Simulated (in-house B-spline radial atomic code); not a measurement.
# Ionising the lead ion Pb³¹⁺ with different functionals

Computed with an all-electron radial atomic-structure program (B-spline basis): scalar-relativistic (spin-free X2C) Hamiltonian, Fermi nucleus of rms radius 5.5012 fm, spin-polarised at highest spin, spherical fractional occupations for the functionals. The ionisation energy is the difference of two self-consistent energies, [Kr] 4d10 4f5 → [Kr] 4d10 4f4, without Breit or QED terms; ε is the level of the shell that loses the electron (its least bound occupied spin orbital). There is no spin-orbit coupling in this Hamiltonian.

Hybrids are left out here: with spherical fractional occupations of an open shell their exact exchange keeps a self-interaction that integer-occupation calculations don't have.

| method | rung | ΔSCF (eV) | -ε(4f) (eV) |
| --- | --- | --- | --- |
| LDA exchange-only | LDA | 1160.36 | 1131.50 |
| LDA PW92 | LDA | ? | ? |
| BLYP | GGA | ? | ? |
| AM05 | GGA | 1162.80 | 1133.92 |

(1) What does LDA PW92 give?

(2) What does BLYP give?

(3) How do they compare with the NIST value?

Answers

(1) ΔSCF 1162.98 eV, and -ε(4f) = 1134.09 eV.

(2) ΔSCF 1162.40 eV, and -ε(4f) = 1133.52 eV.

(3) NIST lists 1180 eV ± 60 (tabulated theory, ground level to ground level). Errors run from -19.64 to -17.02 eV; all lie within about twice that uncertainty, so the table can't rank the methods.
